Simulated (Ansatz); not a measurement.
**Counterpoise correction, worked out**

The pair of Cu⁺ (SMILES [Cu+], atom 1) and CO (SMILES [C-]#[O+], atoms 2–3), both closed shells, in one local arrangement (a lower one may exist), relaxed at PBE0-D4/def2-TZVP:

```xyz
3
angstrom
Cu 0.0827 0.1191 -1.6283
C -0.0131 -0.0189 0.2600
O -0.0697 -0.1002 1.3681
```

Computed with Ansatz 0.2.0 (basis: def2-TZVPPD); correlated methods freeze the cores. The 3s and 3p shells of Cu and Zn are frozen; filled d shells are correlated.

CCSD(T) total energies in eV:

| system | geometry | basis functions | energy |
| --- | --- | --- | --- |
| pair | pair | all | -47682.57316 |
| Cu⁺ | as in the pair | all (partner as ghosts) | -44602.01736 |
| CO | as in the pair | all (partner as ghosts) | -3079.24209 |
| Cu⁺ | as in the pair | its own | -44601.95759 |
| CO | as in the pair | its own | -3079.22526 |
| Cu⁺ | free (PBE0-D4 minimum) | its own | -44601.95759 |
| CO | free (PBE0-D4 minimum) | its own | -3079.24786 |

Task: Work out the interaction energy with and without the counterpoise correction, the superposition error, and the binding energy from the relaxed fragments.

Result: Without correction: -47682.57316 − (-44601.95759) − (-3079.22526) = -1.39031 eV.
With correction (each fragment in the whole basis): -47682.57316 − (-44602.01736) − (-3079.24209) = -1.31371 eV = -30.29 kcal/mol.
The superposition error is the difference, 0.07660 eV, 6 % of the uncorrected value: each fragment borrows its partner's functions.
Deformation from the free shapes: 0.00000 eV for Cu⁺ and 0.02260 eV for CO.
Binding energy from relaxed fragments: -1.31371 + 0.00000 + 0.02260 = -1.29111 eV = -29.77 kcal/mol (electronic, without zero-point energy; negative means bound). For comparison, the corrected interaction energy by CCSD(T) at an estimated basis limit (MP2 extrapolated from triple and quadruple zeta, plus CCSD(T) − MP2 in triple zeta) is -1.439 eV; triple zeta with the correction binds less.

The T1 diagnostic stays at or below 0.023.

For scale, one of the runs: CCSD(T)/def2-TZVPPD, 144 basis functions, launched by `ansatz run in.yaml --threads 2 --pin off --events-out ev --progress --plain --max-ram 5222MiB`. The run took 5.5 s on 2 CPU threads of an Intel Xeon 6975P-C (shared host), with 0.75 GiB of host memory at its peak.
